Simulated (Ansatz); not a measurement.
```yaml
crystal:
  periodic: [false, false, false]
  atoms:
    - {symbol: Na, position_ang: [-3.520393, -2.046303, 0.852642]}
    - {symbol: Na, position_ang: [-0.772626, -4.188062, 0.360793]}
    - {symbol: Na, position_ang: [-2.075951, 1.416557, 0.878074]}
    - {symbol: Na, position_ang: [1.916184, -1.922320, -1.685540]}
    - {symbol: Na, position_ang: [1.215383, 2.267620, 2.212474]}
    - {symbol: Na, position_ang: [-4.241332, 0.514830, -1.898784]}
    - {symbol: Na, position_ang: [3.877837, 0.763643, 0.264299]}
    - {symbol: Na, position_ang: [4.079023, 4.041427, 0.486739]}
    - {symbol: Na, position_ang: [0.775586, 1.453739, -1.265876]}
    - {symbol: Na, position_ang: [0.151300, -1.057208, 1.538939]}
    - {symbol: Na, position_ang: [-1.405012, -1.243913, -1.743750]}
basis:
  gaussian: {orbitals: def2-TZVP, initial_orbitals: start.molden}
total_charge: 1
hamiltonian: {xc: {name: wB97X-V}}
scf: {omitted_lower_state_checks: [starts]}
output: {orbitals: {seedname: orbitals}}
```

The file start.molden holds the orbitals of an earlier run on this structure, at another level or in another basis.

```sh
$ ansatz run in.yaml --threads 4 --pin off --events-out ev --progress --plain --max-ram 4787MiB
```

**Question.** Does this run fit into the memory that it is given?

**Answer.** No. It has 352 basis functions, and Ansatz plans for 6 GiB where 5 GiB are given.
